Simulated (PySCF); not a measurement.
# How methods differ on the excitation energy of Ne⁺

Ne⁺ [He] 2s2 2p5 (2P) → Ne⁺ [He] 2s1 2p5 3s1 (4P), as a difference of total energies. Calculation: PySCF 2.14, in dyall-acv3z (15s9p4d2f, 76 functions); no relativity, point nucleus. Correlated levels: valence: 1s2 frozen; virtual orbitals above 40 to 60 times the deepest correlated orbital energy dropped. The calculations carry no spin-orbit coupling.

```
           method  excitation energy (eV)
              UHF                  52.386
    MP2 (valence)                  52.257
SCS-MP2 (valence)                  52.144
   CCSD (valence)                  52.591
CCSD(T) (valence)                  52.537
```

Problem. How much does correlation contribute at CCSD(T) (valence)?

Solution. 52.537 − (52.386) = 0.151 eV, measured against UHF.

The upper state lies above the first ionisation limit, where it may autoionise and the basis confines it. A Rydberg-like electron needs more diffuse functions than a valence basis has.

The promoted electron is Rydberg-like, and one or two diffuse shells describe it only roughly, which tends to raise the upper state.
